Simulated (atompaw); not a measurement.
Which change was made? (I, PAW (atompaw))

* Element: I
* Generator: atompaw 4.2.0.5
* Type: PAW
* Functional: PBE
* Relativity: scalar-relativistic
* Frozen core: [Kr] 4d10
* Valence charge: 7
* Reference configuration: 5s2 5p5
* Partial waves: 5s (bound): rc 2.00 bohr; 5s channel at -0.65 Ry: rc 2.00 bohr; 5p (bound): rc 2.00 bohr; 5p channel at 0.1 Ry: rc 2.00 bohr; 5d channel at -0.05 Ry: rc 1.80 bohr
* Local potential: bessel scheme, radius 1.50 bohr
* Core correction: smooth core density matched at 1.90 bohr
* Augmentation charge: sinc compensation charge, radius 1.90 bohr; PAW radius 2.00 bohr; waves and projectors: custom rrkj vanderbiltortho

Cutoffs, loose and tight: the cutoffs (Ry, on a coarse ladder) from which the occupation-weighted sum of valence levels, in a spherical-Bessel basis at the reference potential, stays within 10 and 1 mRy of its value at 400 Ry. They see the waves, projectors and local potential, not the compensation charge or the core.

The base gives: outcome: generated; cutoff, loose: 8 Ry; cutoff, tight: 21 Ry; bound ghosts: none.

Question: After one change the result is: outcome: generated; cutoff, loose: 21 Ry; cutoff, tight: 40 Ry; bound ghosts: p, d, s. Which change was it?
A. all radii scaled by about 0.92 (s 1.84, p 1.84, d 1.66 bohr); local potential bessel scheme, radius 1.38 bohr; augmentation sinc compensation charge, radius 1.76 bohr; PAW radius 1.84 bohr; waves and projectors: custom rrkj vanderbiltortho; core correction smooth core density matched at 1.76 bohr
B. all radii scaled by about 1.06 (s 2.12, p 2.12, d 1.92 bohr); local potential bessel scheme, radius 1.60 bohr; augmentation sinc compensation charge, radius 2.02 bohr; PAW radius 2.12 bohr; waves and projectors: custom rrkj vanderbiltortho; core correction smooth core density matched at 2.02 bohr
C. all radii scaled by about 0.83 (s 1.66, p 1.66, d 1.48 bohr); local potential bessel scheme, radius 1.24 bohr; augmentation sinc compensation charge, radius 1.58 bohr; PAW radius 1.66 bohr; waves and projectors: custom rrkj vanderbiltortho; core correction smooth core density matched at 1.58 bohr
D. all radii scaled by about 0.74 (s 1.48, p 1.48, d 1.34 bohr); local potential bessel scheme, radius 1.12 bohr; augmentation sinc compensation charge, radius 1.42 bohr; PAW radius 1.48 bohr; waves and projectors: custom rrkj vanderbiltortho; core correction smooth core density matched at 1.42 bohr

Answer: C. The others give: all radii scaled by about 1.06 (s 2.12, p 2.12, d 1.92 bohr); local potential bessel scheme, radius 1.60 bohr; augmentation sinc compensation charge, radius 2.02 bohr; PAW radius 2.12 bohr; waves and projectors: custom rrkj vanderbiltortho; core correction smooth core density matched at 2.02 bohr → outcome: generated; cutoff, loose: 10 Ry; cutoff, tight: 18 Ry; bound ghosts: none | all radii scaled by about 0.74 (s 1.48, p 1.48, d 1.34 bohr); local potential bessel scheme, radius 1.12 bohr; augmentation sinc compensation charge, radius 1.42 bohr; PAW radius 1.48 bohr; waves and projectors: custom rrkj vanderbiltortho; core correction smooth core density matched at 1.42 bohr → outcome: generated; cutoff, loose: 30 Ry; cutoff, tight: 50 Ry; bound ghosts: s, p, d | all radii scaled by about 0.92 (s 1.84, p 1.84, d 1.66 bohr); local potential bessel scheme, radius 1.38 bohr; augmentation sinc compensation charge, radius 1.76 bohr; PAW radius 1.84 bohr; waves and projectors: custom rrkj vanderbiltortho; core correction smooth core density matched at 1.76 bohr → outcome: failed: atompaw: The overlap operator has at least one negative eigenvalue!.
